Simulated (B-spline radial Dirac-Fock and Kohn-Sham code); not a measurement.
# Two-hole binding energies of Eu³⁺

System: europium as Eu³⁺, [Xe] 4f5 6p1 (not the ground configuration).

Calculated with an atomic code on a B-spline grid, using relaxed Dirac-Fock hole states (ΔSCF) with Breit and QED corrections and a finite nucleus. U is the two-hole binding energy less the two single-hole energies, the effective repulsion of the holes after relaxation. Each two-hole energy is an average over J within one jj subconfiguration.

```
          holes  E(a) (eV)  E(b) (eV)  E(ab) (eV)  U (eV)
           1s⁻²    48568.9    48568.9     98236.9  1099.2
   1s⁻¹ 2p3/2⁻¹    48568.9     7030.5     55878.6   279.2
   1s⁻¹ 3d5/2⁻¹    48568.9     1188.1     49838.1    81.2
        2p3/2⁻²     7030.5     7030.5     14256.4   195.4
   2s⁻¹ 3p1/2⁻¹     8111.2     1672.6      9861.5    77.7
   2s⁻¹ 3d3/2⁻¹     8111.2     1216.2      9409.4    82.1
2p1/2⁻¹ 3p3/2⁻¹     7670.8     1539.8           ?       ?
   2p3/2⁻¹ 3s⁻¹     7030.5     1861.8      8966.4    74.0
3p1/2⁻¹ 3p3/2⁻¹     1672.6     1539.8      3267.0    54.5
        3p3/2⁻²     1539.8     1539.8      3134.4    54.7
        3d3/2⁻²     1216.2     1216.2      2495.5    63.2
3d3/2⁻¹ 3d5/2⁻¹     1216.2     1188.1      2468.0    63.8
        4d5/2⁻²      191.3      191.3       407.3    24.7
        5p3/2⁻²      62.18      62.18       138.1    13.8
```

Problem. Give the missing two-hole energy and U.

Solution. E(ab) = 9287.6 eV and U = 77.0 eV.
